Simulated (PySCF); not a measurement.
Compound: C2H8BNO2.
SMILES: `C[C@@H](N)B(O)O`

Torsions of this conformer, `[CH3:1][C@@H:2]([NH2:3])[B:4]([OH:5])[OH:6]`: C1–C2–B4–O5 -129°, H–N3–C2–C1 72°, H–N3–C2–C1 -176°, H–O5–B4–C2 180°, H–O6–B4–C2 -1°.

The closed-shell ground state was solved at several levels (PySCF, density fitting, gas phase, non-relativistic). One conformer (not necessarily the lowest) at the PBE0-D3(BJ)/def2-SVP geometry, without solvent, vibrations or thermal averaging.

```csv
level,basis functions,total energy (Eh),HOMO (eV),LUMO (eV),gap (eV),dipole (D)
wB97X-D/pcSseg-1,142,-311.0600,-8.37,2.63,11.00,1.85
PBE0/IGLO-III,290,-310.9702,-6.55,0.13,6.68,1.71
HF/pcSseg-1,142,-309.3196,-10.18,3.79,13.97,1.88
PBE0/pcSseg-0,70,-310.0948,-5.98,1.22,7.20,2.27
HF/pcJ-1,242,-309.3661,-10.17,3.81,13.98,1.88
PBE0/pcSseg-2,328,-310.9633,-6.55,0.12,6.67,1.73
```

Estimate the row for BHandHLYP/pcJ-1, a basis of 242 functions; the other rows only guide the guess.

Total energy -311.0285 Eh, HOMO -7.87 eV, LUMO 1.53 eV, gap 9.40 eV, dipole 1.86 D.

How much does the basis alone move the frontier levels among the 3 PBE0 rows?

The HOMO by 0.57 eV and the LUMO by 1.10 eV. By rising basis size (HOMO, LUMO in eV): pcSseg-0 -5.98, 1.22; IGLO-III -6.55, 0.13; pcSseg-2 -6.55, 0.12.

How far do the dipole and the HOMO energy spread over the levels?

The dipole runs from 1.71 to 2.27 D (mean 1.88 D) and the HOMO from -10.18 to -5.98 eV.

The pairwise dispersion term of wB97X-D wasn't added to the energies; at a given geometry it leaves orbitals and properties as they are.
